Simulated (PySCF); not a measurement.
Start geometry of `[PH3+][BH2-]CCl` from GFN2-xTB (Å):
```
atom  x, y, z in Å
P1     1.3064    0.3136   -0.2673
B2    -0.2042   -0.9057   -0.1557
C3    -1.4478    0.0038    0.4347
Cl4   -1.0397    1.7320    0.0984
H5     1.6706    1.1038    0.7937
H6     2.5132   -0.2615   -0.5007
H7     1.3909    1.2863   -1.2658
H8     0.1671   -1.7728    0.5660
H9    -0.3688   -1.2651   -1.2554
H10   -1.5440   -0.0582    1.5352
H11   -2.4056   -0.2019    0.0012
```

**Question.** What comes out of this run: PBE0-D3(BJ)/def2-SVP geometry optimisation, gas phase in PySCF 2.14.0?

**Answer.** 
```
atom  x, y, z in Å
P1     1.387    0.262   -0.221
B2    -0.234   -0.816   -0.176
C3    -1.423    0.067    0.455
Cl4   -1.505    1.730   -0.270
H5     1.830    0.902    0.964
H6     2.556   -0.452   -0.575
H7     1.442    1.340   -1.133
H8     0.079   -1.784    0.505
H9    -0.357   -1.097   -1.360
H10   -1.334    0.227    1.539
H11   -2.402   -0.396    0.267
```

The energy falls by 0.350 eV over 10 energy and gradient evaluations, the largest force component goes from 0.0296 to 2.6e-04 Eh/bohr, and the atoms move by 0.272 Å rms after alignment. The bond that changes most is P1–H6 (ends: phosphorus bonded to B and 3 H; P–H hydrogen), which lengthens by 0.058 Å. Bonds longer at the end by more than 0.005 Å: 7 of 10; shorter: 2. Among the angles that change most is B2–C3–Cl4, from 106.9° to 112.3°. Among the dihedrals that turn most is H9–B2–C3–Cl4, from -92° to -66°. Rotational constants go from 6640, 3071, 2225 to 7355, 2363, 1917 MHz. The orientation of the end geometry is arbitrary; only internal coordinates are fixed.

The run used 99 basis functions and 60 SCF cycles in all. Time: 26 s wall; peak memory 0.41 GiB. Hardware: an Arm Neoverse V2 with one thread, shared host with 192 logical CPUs at a one-minute load of 41.

PBE0-D3(BJ)/def2-SVP frequencies: not computed here. The numbers are those of one conformer.
